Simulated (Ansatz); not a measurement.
`BB(O)Br` + `C=N` → `BB(O)N=C` + HBr at 298.15 K and 1 bar (ligand exchange at a B–Br bond).

Computed with Ansatz on PBE0-D4/def2-TZVP structures; ΔE is electronic, products minus reactants. CCSD(T)/CBS is the MP2 limit (def2-TZVPP, def2-QZVPP) plus CCSD(T) − MP2 in def2-TZVPP, frozen cores. This one scheme is used for every species. For Br outer-core shells are correlated without core-valence functions, which leaves a few kJ/mol of doubt a bond. Scalar relativity is left out up to krypton. Each species was taken in one conformer, which may not be the lowest.

| species | CCSD(T)/CBS energy (Eh) | H − E (kJ/mol) | S (J/(mol·K)) |
| --- | --- | --- | --- |
| `BB(O)Br` | -2699.94100 | 121.1 | 316.0 |
| `C=N` | -94.52360 | 115.3 | 227.0 |
| `BB(O)N=C` | -220.53253 | 203.0 | 333.0 |
| HBr | -2573.91920 | 24.6 | 198.6 |

H − E and S are ideal-gas, rigid-rotor, harmonic terms from PBE0-D4/def2-TZVP, for one conformer and one mirror image of each species. 1 Eh = 2625.50 kJ/mol, R = 8.31446 J/(mol·K).

Problem. By hand: ΔE, ΔH, ΔS and ΔG.

Solution. ΔE = (-220.53253) + (-2573.91920) − (-2699.94100) − (-94.52360) = 0.01287 Eh = 33.8 kJ/mol. Δ(H − E) = 203.0 + 24.6 − 121.1 − 115.3 = -8.8, so ΔH = 25.0 kJ/mol. ΔS = 333.0 + 198.6 − 316.0 − 227.0 = -11.4 J/(mol·K). ΔG = 25.0 − 298.15 × (-11.4)/1000 = 28.4 kJ/mol.

Problem. By hand: the equilibrium constant, and the temperature at which ΔG would vanish if ΔH and ΔS stayed fixed.

Solution. log₁₀ K = −ΔG/(RT ln 10) = -5.0. ΔH and −TΔS have one sign here, so there is no such temperature.

The number of gas molecules stays the same, so ΔS is small and ΔH decides. A doubt of 5 kJ/mol in ΔE shifts log₁₀ K by 0.9 here. Other conformers and mirror images would add mixing entropy, several J/(mol·K) or more a flexible species. These are equilibria of isolated gas molecules and say nothing of rates. Largest T1 diagnostic: 0.014 (customary marks: 0.02 for closed shells, 0.045 for open ones).

ΔS is within the doubt of such terms, so its sign, and with it that verdict, could turn.
